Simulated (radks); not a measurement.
The numbers below are computed, except where a source is named.
Removal energies from the cobalt ion Co3+, [Ar] 3d6, by Delta-SCF beside the eigenvalue of the level emptied. Code: a radial shooting solver on a logarithmic mesh with Libxc functionals. Model: non-relativistic Kohn-Sham, PBE, spin-polarised, spherical densities, point nucleus. Open shells are filled with parallel spins first.

removed from       final configuration  Delta-SCF (eV)  -eigenvalue (eV)
3d                            [Ar] 3d5          52.303            42.674
3p                    [Ne] 3s2 3p5 3d6          110.64            100.22
3s                    [Ne] 3s1 3p6 3d6          145.77            135.16
2p            [He] 2s2 2p5 3s2 3p6 3d6          835.10            804.33
